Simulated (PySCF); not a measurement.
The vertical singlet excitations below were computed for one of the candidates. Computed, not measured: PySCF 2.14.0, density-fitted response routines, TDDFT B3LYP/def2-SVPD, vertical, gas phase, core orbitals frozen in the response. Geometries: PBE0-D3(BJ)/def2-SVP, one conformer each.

| state | E (eV) | f |
| --- | --- | --- |
| S1 | 5.34 | 0.0005 |
| S2 | 5.62 | 0.0022 |
| S3 | 5.73 | 0.0015 |
| S4 | 6.00 | 0.0030 |
| S5 | 6.40 | 0.0069 |
| S6 | 6.73 | 0.056 |
| S7 | 7.06 | 0.141 |
| S8 | 7.14 | 0.0010 |
| S9 | 7.26 | 0.019 |
| S10 | 7.42 | 0.788 |

Orbital energies (eV): HOMO-3 -8.69, HOMO-2 -8.09, HOMO-1 -7.97, HOMO -7.89, LUMO -1.09, LUMO+1 -0.81, LUMO+2 0.13.

Question: Which candidate is it? All have the formula C5H12OSi2.
A. `C#CC[C@@H](C)[SiH2]O[SiH3]`
B. `C=C(C)[C@H]1C[SiH2]O[SiH2]1`
C. `C=C[Si]1(O[SiH3])CCC1`
D. `C=C([Si@H]1CC[SiH2]O1)C`
E. `CCCO[SiH2]C#C[SiH3]`

Answer: E. Its S1, at 5.34 eV, is the lowest among the candidates; the nearest of the others has S1 at 5.67 eV. S1 is HOMO→LUMO (87%). Löwdin shares by element: HOMO carbon 65% or more, silicon 14% (atoms not listed hold the other 21%); LUMO carbon 52% or more, silicon 27% (atoms not listed hold the other 21%). At the same level the other candidates give, for their lowest levels:
- `C=C[Si]1(O[SiH3])CCC1`: 5.67 eV (f 0.003); 5.97 eV (f 0.043); 6.66 eV (f 0.030); 6.69 eV (f 0.006); 7.00 eV (f 0.212); T1 4.26 eV; HOMO -7.42, LUMO -0.76 eV
- `C=C(C)[C@H]1C[SiH2]O[SiH2]1`: 5.88 eV (f 0.006); 6.13 eV (f 0.008); 6.37 eV (f 0.062); 6.48 eV (f 0.217); 6.96 eV (f 0.021); T1 4.27 eV; HOMO -6.77, LUMO -0.10 eV
- `C=C(C)[Si@H]1CC[SiH2]O1`: 6.41 eV (f 0.011); 6.50 eV (f 0.044); 6.55 eV (f 0.130); 6.75 eV (f 0.010); 6.92 eV (f 0.003); T1 4.22 eV; HOMO -7.21, LUMO -0.40 eV
- `C#CC[C@@H](C)[SiH2]O[SiH3]`: 6.39 eV (f 0.002); 6.45 eV (f 0.001); 6.54 eV (f 0.003); 6.69 eV (f 0.002); 6.77 eV (f 0.012); T1 5.35 eV; HOMO -7.47, LUMO -0.37 eV

Conformer computed: `[CH3:1][CH2:2][CH2:3][O:4][SiH2:5][C:6]#[C:7][SiH3:8]`: C1–C2–C3–O4 180°, C2–C3–O4–Si5 180°, C3–O4–Si5–C6 -58°.
Triplets come from the Tamm–Dancoff approximation.
